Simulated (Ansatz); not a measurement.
H₆OSn₂, SMILES [SnH3][O][SnH3]. Atoms are numbered in the order given.

```xyz
9

O      0.3625    -0.7485    -0.0181
Sn    -1.6135    -0.8062    -0.0018
H     -2.0011    -2.4709    -0.0375
H     -2.1936     0.0220    -1.3910
H     -2.1694    -0.0448     1.4347
Sn     1.6350     0.7646     0.0011
H      0.7392     2.2334    -0.0267
H      2.6094     0.6006    -1.3978
H      2.5518     0.6214     1.4411
```
Charge 0, spin multiplicity 1.

Geometry optimised at PBE0-D3(BJ)/def2-SVP. The def2 effective core potentials stand for the cores of Sn; spin–orbit coupling is left out.

Two levels are set side by side: PBE-D3(BJ)/def2-SVP (Ansatz, a quantum-chemistry and plane-wave program) and PBE0-D3(BJ)/def2-SVP (Ansatz). Each level has its own optimised geometry; the coordinates shown are those of the second. Differences are taken from unrounded values.

```csv
quantity,PBE0-D3(BJ),PBE-D3(BJ),PBE-D3(BJ) minus PBE0-D3(BJ)
mean bond length (Å),1.781,1.800,0.020
bond O1–Sn2 (Å),1.977,2.008,0.031
bond O1–Sn6 (Å),1.977,2.008,0.031
bond Sn2–H3 (Å),1.710,1.724,0.015
bond Sn2–H4 (Å),1.718,1.735,0.017
bond Sn2–H5 (Å),1.718,1.735,0.017
bond Sn6–H7 (Å),1.721,1.735,0.014
bond Sn6–H8 (Å),1.713,1.724,0.012
bond Sn6–H9 (Å),1.713,1.735,0.022
```

GGA bonds tend to be longer and softer than those of functionals with exact exchange. Differences between two approximate levels are no errors against the true value.
